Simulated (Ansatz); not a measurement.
`[CH3][Ge]([CH3])([OH])[F]` + H₂O → `[CH3][Ge]([OH])([OH])[F]` + CH₄ at 400 K and 1 bar (formal hydrolysis of a Ge–C bond).

Program: Ansatz. Geometries: PBE0-D4/def2-TZVP. ΔE: electronic, gas phase. CCSD(T)/CBS is the MP2 limit (def2-TZVPP, def2-QZVPP) plus CCSD(T) − MP2 in def2-TZVPP, frozen cores. This one scheme is used for every species. For Ge outer-core shells are correlated without core-valence functions, which leaves a few kJ/mol of doubt a bond. Scalar relativity is left out up to krypton. One conformer a species, not always the lowest.

| species | CCSD(T)/CBS energy (Eh) | H − E (kJ/mol) | S (J/(mol·K)) |
| --- | --- | --- | --- |
| `[CH3][Ge]([CH3])([OH])[F]` | -2331.49638 | 273.5 | 416.4 |
| H₂O | -76.37941 | 69.8 | 198.6 |
| `[CH3][Ge]([OH])([OH])[F]` | -2367.43423 | 211.8 | 404.5 |
| CH₄ | -40.46206 | 131.3 | 197.2 |

H − E and S are ideal-gas, rigid-rotor, harmonic terms from PBE0-D4/def2-TZVP, for one conformer and one mirror image of each species. 1 Eh = 2625.50 kJ/mol, R = 8.31446 J/(mol·K).

By hand: ΔE, ΔH, ΔS and ΔG.

ΔE = (-2367.43423) + (-40.46206) − (-2331.49638) − (-76.37941) = -0.02050 Eh = -53.8 kJ/mol. Δ(H − E) = 211.8 + 131.3 − 273.5 − 69.8 = -0.2, so ΔH = -54.0 kJ/mol. ΔS = 404.5 + 197.2 − 416.4 − 198.6 = -13.3 J/(mol·K). ΔG = -54.0 − 400 × (-13.3)/1000 = -48.7 kJ/mol.

By hand: the equilibrium constant, and the temperature at which ΔG would vanish if ΔH and ΔS stayed fixed.

log₁₀ K = −ΔG/(RT ln 10) = 6.4. ΔG = 0 at ΔH/ΔS = 4060 K, far beyond where these terms or the molecules hold.

The number of gas molecules stays the same, so ΔS is small and ΔH decides. A doubt of 5 kJ/mol in ΔE shifts log₁₀ K by 0.7 here. Other conformers and mirror images would add mixing entropy, several J/(mol·K) or more a flexible species. These are equilibria of isolated gas molecules and say nothing of rates. Largest T1 diagnostic: 0.012 (customary marks: 0.02 for closed shells, 0.045 for open ones).
